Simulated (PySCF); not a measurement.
Ga(H)(F)(OMe) (CH4FGaO), SMILES C[O][GaH][F].

Coordinates come from a B3LYP-D3(BJ)/def2-SVP optimisation. The structure was generated by enumeration; whether it is a known compound was not checked. Other conformers were not sampled.

Level of theory: IEF-PCM-B3LYP/def2-SVP (PySCF).

The values are the electrostatic part of the solvation free energy, E(continuum) − E(gas) at the gas-phase geometry, in a cavity of scaled van der Waals radii (PySCF's table); cavitation and dispersion terms are not included. A continuum can't describe solvent molecules that bind to the metal. In vacuum the orbital gap is 6.74 eV. The dipole moment in vacuum is 3.07 D.

```json
[
 {"solvent": "water", "ε": "78.36", "ΔG(elec) (kcal/mol)": "-6.7", "dipole (D)": "3.72", "gap (eV)": "7.01"},
 {"solvent": "ethylethanoate", "ε": "5.99", "ΔG(elec) (kcal/mol)": "-5.1", "dipole (D)": "3.56", "gap (eV)": "6.94"},
 {"solvent": "chloroform", "ε": "4.71", "ΔG(elec) (kcal/mol)": "-4.7", "dipole (D)": "3.52", "gap (eV)": "6.92"}
]
```
